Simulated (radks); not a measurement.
Results of a calculation; reference values are marked as such.
Ge XXXII, configuration 1s1.

Level of theory: scalar-relativistic Kohn-Sham, LB94 model potential, spin-polarised, spherical densities, finite nucleus; open shells are filled with parallel spins first; Fermi nuclear charge, rms radius 4.0742 fm (a radial shooting solver on a logarithmic mesh with Libxc functionals).

Energy parts (hartree):
kinetic: 532.98465
electron-nucleus: -1052.15495
Hartree: 10.19645
(The LB94 potential has no energy functional, so no total or exchange-correlation energy is given.)

Orbitals (lengths in bohr, moments of r in powers of bohr):
| orbital | occ. | eigenvalue (hartree) | <r^2> |
|---|---|---|---|
| 1s up | 1 | -516.4176 | 0.002843 |

The highest occupied level is 1s up at -14052.4 eV. The spin density at the nucleus is 14807 e/bohr^3 (1s 14807).
